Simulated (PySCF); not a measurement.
C$_{6}$H$_{11}$N$_{3}$Si: full NMR table

| Item | Value |
| --- | --- |
| Formula | C6H11N3Si |
| SMILES | C=CCn1nc(C)c([SiH3])n1 |
| Point group of the computed structure | C1 |
| Degrees of unsaturation | 4 |
| Carbon signals | 6 |
| Proton signals | 6 |

Atom-mapped SMILES (the numbers label the heavy atoms): `[CH2:1]=[CH:2][CH2:3][n:4]1[n:5][c:6]([CH3:7])[c:8]([SiH3:9])[n:10]1` (H(Xn): hydrogen on atom n). Ha(C1) is cis to C3; Hb(C1) is trans to C3.

PySCF calculation with coordinates at the GFN2-xTB level and σ from GIAO-PBE0/pcSseg-1; rapidly exchanging positions averaged, non-relativistic Hamiltonian, no solvent model, a single conformation.

Scale: $^{1}$H (σ = 31.72 ppm) and $^{13}$C (σ = 186.93 ppm) and $^{29}$Si (σ = 349.16 ppm) against TMS; NH3 for $^{15}$N (σ = 267.73 ppm) (reference shieldings calculated alike).

| carbon | δC, type | δH (multiplicity) | HMBC from (2–3 bonds) | span of the C tensor (ppm) |
| --- | --- | --- | --- | --- |
| C1 | 125.8, CH2 | Hb(C1) 5.47 (m); Ha(C1) 5.69 (m) | H(C2), H(C3) | 211 |
| C2 | 143.5, CH | 6.38 (m) | Ha(C1), Hb(C1), H(C3) | 233 |
| C3 | 60.3, CH2 | 4.94 (d) | H(C2), Ha(C1), Hb(C1) | 44 |
| C6 | 157.0, C | – | H(Si9), H(C7) | 168 |
| C7 | 13.5, CH3 | 2.56 (s) | – | 28 |
| C8 | 139.0, C | – | H(Si9), H(C7) | 159 |

Other nuclei:
```tsv
atoms	nucleus	environment	δ (ppm)	σ (ppm)
H(Si9)	$^{1}$H	hydrogen on a silicon bonded to C	4.50	27.22
Si9	$^{29}$Si	silicon bonded to C, 3 H	-86.8	435.9
N10	$^{15}$N	pyridine-type nitrogen of an azole	383.5	-115.7
N5	$^{15}$N	pyridine-type nitrogen of an azole	355.5	-87.8
N4	$^{15}$N	pyrrole-type ring nitrogen	283.3	-15.6
```

Carbon types of the structure: 2 × C, 1 × CH, 2 × CH2, 1 × CH3, leaving 3 H on heteroatoms. δC 157.0, 139.0: substituted aromatic carbon next to a ring nitrogen. δC 143.5: alkene CH; the olefinic region. δC 125.8: terminal =CH2 carbon; the olefinic region. δC 60.3: allylic sp3 CH2 bonded to N; deshielded by the electronegative neighbour. δC 13.5: methyl carbon on an aromatic ring; saturated and bonded to C and H only.

Shifts are as computed. Against solution values, carbons near 30 ppm lie about +3 ppm off and those near 130 ppm about +5 ppm. Of 1211 compounds with measured shifts, 218 miss one by over three times the rms of a fit or turn the order of signals round; such compounds aren't used in these exercises. Experimental scales use liquid or dissolved standards, which lie at an offset from isolated NH3 (liquid NH3: subtract about 20 ppm). Unscaled 15N shifts of sp2 nitrogen come out 20 to 40 ppm too high even then. No couplings were computed; multiplicities are counted from neighbouring protons, with m where these are inequivalent, close in shift, in a saturated or five-membered ring or joined by F or P, and br s for small geminal =CH2 splittings.
